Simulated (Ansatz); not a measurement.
Species: C2H10O2Si2, charge 0, multiplicity 1. 
Geometry from a B3LYP-D3(BJ)/def2-TZVP (Ansatz, a quantum-chemistry and plane-wave program) optimisation:
SMILES: C[Si](C)(O)[SiH2]O
```xyz
16

C     -0.8720     1.8916    -1.1286
Si    -0.6303     0.2479    -0.2599
C     -2.1352    -0.1194     0.7973
O     -0.3819    -0.9843    -1.3704
Si     1.4099     0.0620     0.9036
O      2.0191    -1.4350     0.5191
H     -0.0306     2.1188    -1.7854
H     -1.7854     1.8942    -1.7301
H     -0.9564     2.7022    -0.4000
H     -2.0387    -1.0820     1.3026
H     -3.0485    -0.1406     0.1958
H     -2.2634     0.6494     1.5635
H     -1.0798    -1.1994    -1.9947
H      2.3640     1.1361     0.5145
H      1.2591     0.1357     2.3785
H      1.6121    -1.8322    -0.2589
```
Charge 0, spin multiplicity 1.

Computed values are from Ansatz. Cores are frozen in the correlated levels unless marked. Open shells are spin-unrestricted. Spin-orbit coupling is left out. No relativistic terms. CBS marks a two-point X^-3 extrapolation of the correlation energy; Hartree-Fock from the larger set.

The atomisation energy De comes out as 5950.2 kJ/mol at CCSD(T)/CBS(cc-pV(T+d)Z,cc-pV(Q+d)Z), the total energy is -810.7315 Eh at CCSD(T)/CBS(cc-pV(T+d)Z,cc-pV(Q+d)Z) and the dipole moment is 3.33 D at CCSD(T)/aug-cc-pV(D+d)Z. The T1 diagnostic is 0.011 at CCSD/cc-pV(Q+d)Z.
